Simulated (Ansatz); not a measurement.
Reactions of `CN[SiH2][GaH2]`.

Program: Ansatz. Geometries: PBE0-D4/def2-TZVP. ΔE: electronic, gas phase. CCSD(T)/CBS is the MP2 limit (def2-TZVPP, def2-QZVPP) plus CCSD(T) − MP2 in def2-TZVPP, frozen cores. This one scheme is used for every species, atoms too. No spin–orbit coupling; open shells (•) take unrestricted orbitals. Spin–orbit coupling would lower the free atoms: a little for C, Si; clearly for Ga. Bonds to As, Ga are less sure, by a few kJ/mol each and by 10 to 20 or more in all where they break to atoms, as the def2 sets lack core-valence functions. Scalar relativity is left out up to krypton. Each species was taken in one conformer, which may not be the lowest.

(1) Order these by ΔE at CCSD(T)/CBS, lowest first. (Best estimate.)
A. `CN[SiH2][GaH2]` → C• + Ga• + 8 H• + N• + Si•
B. `CN[SiH2][GaH2]` + `F[Si](F)(S)Cl` → `CS[Si](F)(F)Cl` + `N[SiH2][GaH2]`
C. `CN[SiH2][GaH2]` + `CCl` → `CN[SiH2]CCl` + `[GaH3]`
D. `CN[SiH2][GaH2]` + `[AsH3]` → `[GaH2][AsH2]` + `CN[SiH3]`
E. `CN[SiH2][GaH2]` + `C=N` → `C=[N][GaH2]` + `CN[SiH3]`
F. `CN[SiH2][GaH2]` → `[SiH3][GaH2]` + `C=N`
G. `CN[SiH2][GaH2]` → `[CH2]` (triplet) + `N[SiH2][GaH2]`

Largest T1 diagnostic: 0.017, for `C=[N][GaH2]`.

Results:

(1) D (-53.2 kJ/mol), B (-29.7 kJ/mol), E (-19.0 kJ/mol), C (+14.3 kJ/mol), F (+161.8 kJ/mol), G (+397.1 kJ/mol), A (+3735.0 kJ/mol).
